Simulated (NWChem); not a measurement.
Species: C₃H₅NSSi; SMILES [SiH3]c1cncs1

```xyz
11

Si    -0.0453     2.2264     0.0000
C     -0.1705     0.3618     0.0000
C     -1.3173    -0.4050     0.0000
N     -1.1543    -1.7563     0.0000
C      0.1067    -2.0615     0.0000
S      1.1820    -0.7101     0.0000
H     -1.4383     2.7613     0.0000
H      0.6814     2.7128    -1.2107
H      0.6814     2.7128     1.2107
H     -2.3275     0.0114     0.0000
H      0.4920    -3.0843     0.0000
```
Atoms are numbered in this order, from 1.

STO-3G and 3-21G are far too small for this property and stand as cheap habits. The geometry was optimised at PBE0/def2-SVP.

Symmetry labels are those of Cs in the frame above (b1 and b2, or b-type labels, depend on it).

**Question.** List the 4 lowest vertical singlet excitations from PBE/3-21G, TDA (NWChem).

**Answer.** 
```tsv
state	energy (eV)	oscillator strength	symmetry	leading excitation (squared amplitude)
S1	4.55	0.000	a"	HOMO → LUMO (0.99)
S2	5.96	0.107	a'	HOMO−1 → LUMO (0.65)
S3	6.28	0.159	a'	HOMO−2 → LUMO (0.53)
S4	6.57	0.017	a'	HOMO → LUMO+1 (0.50)
```
